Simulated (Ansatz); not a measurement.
Basis-set series for CH4AlFS (`C[S][AlH][F]`). Total charge 0; spin multiplicity 1. The geometry is a stationary point of PBE0-D4/def2-TZVP. It is one conformer, not always the lowest.

| functional | basis | functions | energy (Eh) | HOMO (eV) | LUMO (eV) |
| --- | --- | --- | --- | --- | --- |
| PBE0-D4 | def2-SVP | 84 | -780.37569 | -7.34 | -0.68 |
| PBE0-D4 | def2-TZVPP | 202 | -780.77449 | -7.41 | -0.86 |
| ωB97M-V | def2-SVP | 84 | -780.67920 | -9.45 | 1.04 |
| ωB97M-V | def2-TZVPP | 202 | -781.08221 | -9.58 | 0.74 |

**Question.** Give the rows for def2-QZVPP. (Best estimate.)

**Answer.** The calculation gave: 
| functional | basis | functions | energy (Eh) | HOMO (eV) | LUMO (eV) |
| --- | --- | --- | --- | --- | --- |
| PBE0-D4 | def2-QZVPP | 374 | -780.80265 | -7.43 | -0.94 |
| ωB97M-V | def2-QZVPP | 374 | -781.10913 | -9.61 | 0.48 |

Positive LUMOs are unbound and depend on the basis.

Results of the Gaussian-basis code of Ansatz.
